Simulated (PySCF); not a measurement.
An excited-state job on `C=NCB(F)F`.

Computed with TDDFT CAM-B3LYP/def2-SVPD, vertical, gas phase, core orbitals frozen in the response (PySCF 2.14.0, density-fitted response routines). Geometry: GFN2-xTB. A driver script takes a list of jobs; this job's settings line and coordinates (Å) are shown.

Command:
```bash
OMP_NUM_THREADS=1 python probes_run.py task.json out
```

Input:
```
{"job": {"kind": "uv", "xc": "CAM-B3LYP", "basis": "def2-SVPD", "nstates": 8, "ntriplets": 3}, "charge": 0, "multiplicity": 1}
C      1.706139    -0.571228    -0.198023
N      0.646713    -0.730904     0.446568
C     -0.303928     0.335651     0.571990
B     -1.595351     0.140348    -0.332610
F     -1.708716    -0.752602    -1.286295
F     -2.642363     0.929074    -0.201261
H      2.385623    -1.405705    -0.277234
H      1.999756     0.362379    -0.692371
H      0.131802     1.321744     0.324464
H     -0.610793     0.375898     1.622246
```

Output:
```
coarse grid: 8976 points
cycle   1  E = -357.4968810732  dE =  7.480e-01  |g| = 6.409e-01  |ddm| = 4.546e+00
cycle   2  E = -357.4757705157  dE =  2.111e-02  |g| = 7.964e-01  |ddm| = 1.644e+00
cycle   3  E = -357.5772828840  dE = -1.015e-01  |g| = 4.534e-02  |ddm| = 7.808e-01
cycle   4  E = -357.5776069164  dE = -3.240e-04  |g| = 2.995e-02  |ddm| = 1.131e-01
cycle   5  E = -357.5777710829  dE = -1.642e-04  |g| = 1.090e-02  |ddm| = 5.435e-02
cycle   6  E = -357.5777969420  dE = -2.586e-05  |g| = 1.879e-03  |ddm| = 2.135e-02
cycle   7  E = -357.5777978616  dE = -9.197e-07  |g| = 5.359e-04  |ddm| = 3.183e-03
final grid: 89312 points
cycle   8  E = -357.6264685825  dE = -4.261e-05  |g| = 3.060e-03  |ddm| = 4.866e-02
cycle   9  E = -357.6264692574  dE = -6.749e-07  |g| = 2.638e-03  |ddm| = 9.653e-03
cycle  10  E = -357.6264708393  dE = -1.582e-06  |g| = 5.988e-04  |ddm| = 4.202e-03
cycle  11  E = -357.6264709051  dE = -6.580e-08  |g| = 2.358e-04  |ddm| = 1.236e-03
cycle  12  E = -357.6264709169  dE = -1.178e-08  |g| = 2.887e-05  |ddm| = 3.495e-04
cycle  13  E = -357.6264709170  dE = -1.589e-10  |g| = 1.038e-05  |ddm| = 5.972e-05
converged SCF energy = -357.6264709170

Static polarisability (au): isotropic 46.041, principal 38.812 41.255 58.056

Singlet excitations
state   eV       nm        f      main configurations
  1   4.9148    252.3   0.00069   H->L 0.93
  2   6.9708    177.9   0.00863   H->L+2 0.75, H->L+1 0.17
  3   7.1491    173.4   0.02526   H->L+1 0.66, H->L+2 0.20
  4   7.5748    163.7   0.10786   H-1->L 0.79, H-1->L+2 0.10
  5   8.0073    154.8   0.00622   H->L+3 0.77
  6   8.2478    150.3   0.10637   H-1->L+1 0.48, H-1->L+2 0.27, H-1->L 0.09
  7   8.3195    149.0   0.06629   H-1->L+2 0.46, H-1->L+1 0.38
  8   8.6550    143.3   0.02770   H->L+4 0.74

Triplet excitations (Tamm-Dancoff, eV): 4.0814 4.9069 6.7753
```

The SCF starts on a coarse grid where the log names one; the energy can jump when the final grid takes over, and dE then counts from the start density on the new grid. H and L stand for HOMO and LUMO; the number after each pair is its weight.

**Question.** Give the mean polarisability as a volume in Å³, and the ratio of the largest to the smallest principal value.

**Answer.** 46.041 au × 0.148185 = 6.82 Å³; 58.056/38.812 = 1.50.

**Question.** How does the lowest singlet excitation compare with the HOMO–LUMO gap?

**Answer.** HOMO -8.99 eV and LUMO 0.49 eV give a gap of 9.48 eV; S1 at 4.91 eV lies 4.57 eV below it.

In short: HOMO -8.99 eV, LUMO 0.49 eV; lowest singlet 4.91 eV; lowest triplet 4.08 eV (Tamm–Dancoff); mean polarisability 46.0 au.

Hardware: Arm Neoverse V1, one thread, shared host with 32 logical CPUs at a one-minute load of 28. Cost: 22 s, 0.69 GiB resident at most.

One conformer stands for the species.
Labels such as C1 count atoms from 1, the log's own numbers from 0.
